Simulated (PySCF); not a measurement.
Al(All)(Cl)(OH) (C3H6AlClO), SMILES C=C[CH2][Al]([OH])[Cl].

The structure is a stationary point at B3LYP-D3(BJ)/def2-SVP. The values are those of a single conformer.

Calculation: PBE/def2-TZVP in PySCF.

Isolated molecule, no solvent.

```json
{
  "total_energy": "-895.42964 hartree",
  "highest_occupied_level": "-5.93 eV",
  "lowest_empty_level": "-1.52 eV",
  "orbital_gap": "4.41 eV",
  "dipole_moment": "0.68 D",
  "quadrupole, principal values (traceless, Buckingham form, about the centre of nuclear charge)": "-8.12, 3.05, 5.07 D·Å",
  "mean_static_polarisability": "78.5 bohr³ (11.63 Å³)",
  "polarisability_principal_values": "66.2, 73.0, 96.2 bohr³"
}
```
